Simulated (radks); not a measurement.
Spin polarisation of the 4p5 shell in Sr3+. Start: [Ar] 3d10 4s2 4p(up 2.5, down 2.5); electrons of 4p are moved from spin down to spin up, other shells keep equal spins. Calculated with a radial shooting solver on a logarithmic mesh with Libxc functionals: scalar-relativistic Kohn-Sham, SCAN, spin-polarised, spherical densities, finite nucleus; meta-GGA in the generalised Kohn-Sham scheme; Fermi nuclear charge, rms radius of each element as measured or else 0.836 A^(1/3) + 0.57 fm.

moment (Bohr magnetons)  E - E(0) (eV)  e(4p up) (eV)  e(4p down) (eV)  4s down minus up (eV)
0                                0.000        -50.751          -50.751                 0.000
0.25                            -0.022        -50.925          -50.572                  0.373
0.5                             -0.091        -51.092          -50.388                  0.741
0.75                            -0.198        -51.254          -50.200                  1.106
1                               -0.350        -51.410          -50.006                  1.470

At moment 1 the spin-polarisation energy is -0.350 eV and the 4p exchange splitting 1.405 eV, that is 1.405 eV per Bohr magneton; E = -I m^2/4 would give I = 1.400 eV.
